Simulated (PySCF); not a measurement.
C₄H₉KO, singlet, geometry from GFN2-xTB (such geometries of metal compounds can be far from the true shape); CAMB3LYP/STO-3G (PySCF).

PySCF was given this input:
```python
from pyscf import gto, scf, dft

mol = gto.M(
    atom='''
K     1.421510    1.484991    0.735723
O    -0.312616    0.241030    0.766448
C    -0.616129   -0.600759   -0.248753
C     0.484044   -1.664851   -0.477299
C    -1.930818   -1.353731    0.085440
C    -0.835642    0.147465   -1.585497
H     0.195662   -2.369929   -1.252706
H     0.651502   -2.206419    0.450486
H     1.419720   -1.176156   -0.772860
H    -1.795003   -1.903156    1.011777
H    -2.205607   -2.040633   -0.710671
H    -2.724089   -0.627248    0.231583
H     0.090924    0.648671   -1.888708
H    -1.609560    0.898684   -1.448227
H    -1.140037   -0.535621   -2.374351
''',
    basis='sto-3g',
    charge=0,
    spin=0,
    verbose=4,
)

mf = dft.RKS(mol)
mf.xc = 'camb3lyp'
mf.kernel()
mf.analyze()
```

Task: What does PySCF print? Leave out banner, timings and long lists.

Result: 
```
PySCF version 2.14.0

[INPUT] verbose = 4
[INPUT] num. atoms = 15
[INPUT] num. electrons = 60
[INPUT] charge = 0
[INPUT] spin (= nelec alpha-beta = 2S) = 0
[INPUT] symmetry False subgroup None
[INPUT] Mole.unit = angstrom
[INPUT] Symbol           X                Y                Z      unit          X                Y                Z       unit  Magmom
[...]
nuclear repulsion = 317.443452871537
number of shells = 31
number of NR pGTOs = 141
number of NR cGTOs = 47
basis = sto-3g
ecp = {}

******** <class 'pyscf.dft.rks.RKS'> ********
method = RKS
initial guess = minao
damping factor = 0
level_shift factor = 0
DIIS = <class 'pyscf.scf.diis.CDIIS'>
diis_start_cycle = 1
diis_space = 8
diis_damp = 0
SCF conv_tol = 1e-09
SCF conv_tol_grad = None
SCF max_cycles = 50
direct_scf = True
direct_scf_tol = 1e-13
XC library pyscf.dft.libxc version 7.1.2
    S. Lehtola, C. Steigemann, M. J. T. Oliveira, and M. A. L. Marques,  SoftwareX 7, 1–5 (2018)
XC functionals = camb3lyp
    T. Yanai, D. P. Tew, and N. C. Handy,  Chem. Phys. Lett. 393, 51 (2004)
radial grids:
    Treutler-Ahlrichs [JCP 102, 346 (1995); DOI:10.1063/1.469408] (M4) radial grids

becke partition: Becke, JCP 88, 2547 (1988); DOI:10.1063/1.454033
pruning grids: <function nwchem_prune>
grids dens level: 3
symmetrized grids: False
atomic radii adjust function: <function treutler_atomic_radii_adjust>
small_rho_cutoff = 0
Set gradient conv threshold to 3.16228e-05
Initial guess from minao.
tot grids = 178872
init E= -823.933977016319
[...]
cycle= 1 E= -823.527884159313  delta_E= 0.406  |g|= 0.691  |ddm|= 4.56
[...]
cycle= 2 E= -820.77951787878  delta_E= 2.75  |g|= 2.78  |ddm|= 5.01
[...]
cycle= 3 E= -823.747134638702  delta_E= -2.97  |g|= 0.151  |ddm|= 4.43
[...]
cycle= 4 E= -823.753069381281  delta_E= -0.00593  |g|= 0.0781  |ddm|= 0.392
[...]
cycle= 5 E= -823.755202647419  delta_E= -0.00213  |g|= 0.0235  |ddm|= 0.104
[...]
cycle= 6 E= -823.755429025999  delta_E= -0.000226  |g|= 0.00582  |ddm|= 0.0451
[...]
cycle= 7 E= -823.755445059606  delta_E= -1.6e-05  |g|= 0.000948  |ddm|= 0.0139
[...]
cycle= 8 E= -823.755445628171  delta_E= -5.69e-07  |g|= 0.000266  |ddm|= 0.00268
[...]
cycle= 9 E= -823.755445699366  delta_E= -7.12e-08  |g|= 0.0001  |ddm|= 0.00122
[...]
cycle= 10 E= -823.755445708696  delta_E= -9.33e-09  |g|= 2.58e-05  |ddm|= 0.000524
[...]
cycle= 11 E= -823.755445709041  delta_E= -3.45e-10  |g|= 4.07e-06  |ddm|= 8.47e-05
[...]
Extra cycle  E= -823.755445709035  delta_E= 6.59e-12  |g|= 3.43e-06  |ddm|= 1.29e-05
converged SCF energy = -823.755445709035
**** SCF Summaries ****
Total Energy =                        -823.755445709034802
Nuclear Repulsion Energy =             317.443452871537431
One-electron Energy =                -1764.162272386528002
Two-electron Energy =                  622.963373805955825
Two-electron Coulomb Energy =          690.215278677206811
DFT Exchange-Correlation Energy =      -67.251904871251028
HOMO-LUMO gap [eV] =                     5.034854207034135
**** MO energy ****
[...]
 ** Mulliken pop on meta-lowdin orthogonal AOs  **
 ** Mulliken pop  **
 ** Mulliken atomic charges  **
charge of    0K =      0.45798
charge of    1O =     -0.40580
charge of    2C =      0.12745
charge of    3C =     -0.16553
charge of    4C =     -0.16149
charge of    5C =     -0.16553
charge of    6H =      0.03674
charge of    7H =      0.03824
charge of    8H =      0.02345
charge of    9H =      0.04006
charge of   10H =      0.03596
charge of   11H =      0.04006
charge of   12H =      0.02345
charge of   13H =      0.03824
charge of   14H =      0.03674
Dipole moment(X, Y, Z, Debye):  3.99136,  3.21648,  0.50700
```
